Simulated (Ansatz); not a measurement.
Consider the formal exchange of groups at a C–Si bond: `ClC[SiH2]Br` + `O[SiH2]O` → `O[SiH](O)CCl` + `[SiH3]Br`.

Computed with Ansatz on PBE0-D4/def2-TZVP structures; ΔE is electronic, products minus reactants. CCSD(T)/CBS is the MP2 limit (def2-TZVPP, def2-QZVPP) plus CCSD(T) − MP2 in def2-TZVPP, frozen cores. DFT in def2-TZVPP. For Br outer-core shells are correlated without core-valence functions, which leaves a few kJ/mol of doubt a bond. Scalar relativity is left out up to krypton. One conformer a species, not always the lowest.

```tsv
level	ΔE (kJ/mol)	difference from CCSD(T)/CBS
PBE-D4	-6.9	0.1
r2SCAN-D4	-10.1	-3.1
ωB97X-V	-8.3	-1.3
ωB97M-V	-8.6	-1.6
B2PLYP	-7.3	-0.3
r2SCAN	-10.1	-3.1
PBE0	-8.4	-1.4
MP2/def2-TZVPP	-4.6	2.4
CCSD/def2-TZVPP	-8.0	-1.0
CCSD(T)/def2-TZVPP	-7.6	-0.6
CCSD(T)/CBS	-7.0	0
```

Largest T1 diagnostic among the species: 0.011.

In def2-TZVPP, CCSD(T) changes the Hartree–Fock value by +3.4 kJ/mol (the triples alone add +0.4 kJ/mol) and MP2 by +6.3 kJ/mol.
